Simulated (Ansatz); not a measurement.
A nudged elastic band was laid between two geometries of AlF2H3O2S (9 atoms, charge 0, multiplicity 1).

These are results of RHF/6-31G* (Ansatz), not measurements.

```json
{
  "movable images": "7",
  "climbing image": "yes",
  "spring": "5.0 eV/Å²",
  "optimiser": "quadratic models (default)",
  "start path": "through a guess of the saddle point",
  "force threshold": "0.03 eV/Å",
  "iteration limit": "60",
  "end points": "relaxed"
}
```

First end point:

```xyz
9
Properties=species:S:1:pos:R:3
Al -0.645 -0.812 -0.227
S 1.455 -1.365 0.229
F -1.112 -0.844 -1.803
F -1.755 -1.120 0.935
H 1.249 1.206 0.403
O 0.541 1.855 0.388
O -0.473 1.178 -0.283
H 1.268 -1.668 1.510
H -0.528 1.570 -1.153
```

Last end point:

```xyz
9
Properties=species:S:1:pos:R:3
Al -0.933 -0.514 -0.119
S 1.440 -1.132 0.305
F -1.136 -0.913 -1.695
F -1.629 -1.486 1.007
H 1.962 0.084 0.219
O -0.883 1.178 0.311
O 0.125 1.657 -0.569
H 1.400 -1.170 1.631
H -0.346 2.295 -1.090
```

Problem. Which bonds break or form, and what moves?

Solution. Bonds broken: H5–O6. Bonds formed: Al1–O6, S2–H5.

Problem. What energy profile does the band end with?

Solution. The run ended unconverged. The highest image is number 4 of 0 to 8, 30.7 kcal/mol above the first end and 25.1 kcal/mol above the last; the last end lies 5.6 kcal/mol above the first. The band didn't meet its force threshold, so its energies are provisional: the largest band force was still 0.07 eV/Å, and over the last iterations the top stayed at 1.33 eV. Neighbouring images lie up to 2.4 Å apart, so the band is torn or far too coarse. Inner images lie below an end point, which means an intermediate or an end that isn't the lowest structure nearby. The orbitals stay closed-shell, which can raise the energy where a bond breaks towards radicals; this wasn't checked here.

```csv
image,path coordinate (Å),energy (kcal/mol),H5–O6 (Å),Al1–O6 (Å),S2–H5 (Å)
0,0.00,0.0,0.96,2.98,2.58
1,2.45,6.2,0.95,2.05,3.33
2,4.90,-1.9,0.95,2.00,3.16
3,7.34,0.6,0.95,1.99,3.46
4,9.79,30.7,1.32,1.85,1.58
5,10.26,17.2,1.90,1.76,1.35
6,10.72,9.5,2.46,1.74,1.33
7,11.19,6.3,2.85,1.74,1.33
8,11.65,5.6,3.05,1.75,1.33
```

Time of the run: 7.4 min on 2 threads of Arm Neoverse V2, with other jobs on the host, peak memory 0.21 GiB.
